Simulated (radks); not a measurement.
Task: The mean radii <r> (bohr) of the occupied orbitals of an atom or ion are listed with their occupations. Calculated with a radial shooting solver on a logarithmic mesh with Libxc functionals: Dirac Kohn-Sham, BLYP, spin-unpolarised, spherical densities, point nucleus.

| orbital | occ. | <r> |
|---|---|---|
| 1s1/2 | 2 | 0.07684 |
| 2s1/2 | 2 | 0.3644 |
| 2p1/2 | 2 | 0.3261 |
| 2p3/2 | 4 | 0.3286 |
| 3s1/2 | 2 | 1.151 |
| 3p1/2 | 2 | 1.254 |
| 3p3/2 | 4 | 1.262 |

Name the element and its charge. Open shells, if any, are shared by 2j + 1.

Result: Z = 20, calcium, charge +2: Ca2+ in [Ar]. The 1s radius gives Z: for a bare nucleus <r> = (2 gamma + 1)/(2Z) with gamma = sqrt(1 - (Z/c)^2), 0.07446 bohr for Z = 20, and screening makes it slightly larger (0.07684 here). The occupations add up to 18, and the charge is Z minus that.
